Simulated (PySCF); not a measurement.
silole (C4H6Si), SMILES C1=C[SiH2]C=C1.

Geometry optimised at TPSSh-D3(BJ)/def2-SVP.

Two levels are set side by side: PBE/def2-TZVP (PySCF) and r2SCAN/def2-TZVP (PySCF). Same geometry, gas phase. Differences are taken from unrounded values.

```csv
quantity,r2SCAN
orbital gap (eV),3.56
highest occupied level (eV),-5.95
lowest empty level (eV),-2.39
dipole moment (D),0.65
mean polarisability (bohr³),69.4
```

Task: What does PBE give, and how far is it from r2SCAN? (The exact figures need the calculation; the answer reports its results.)

Result: 
| quantity | PBE | PBE minus r2SCAN |
|---|---|---|
| orbital gap (eV) | 3.29 | -0.26 |
| highest occupied level (eV) | -5.81 | 0.15 |
| lowest empty level (eV) | -2.51 | -0.12 |
| dipole moment (D) | 0.64 | -0.01 |
| mean polarisability (bohr³) | 70.7 | 1.2 |

Rough cost on one machine, each run with all the roots and properties that it gave: r2SCAN against PBE about 4 times.
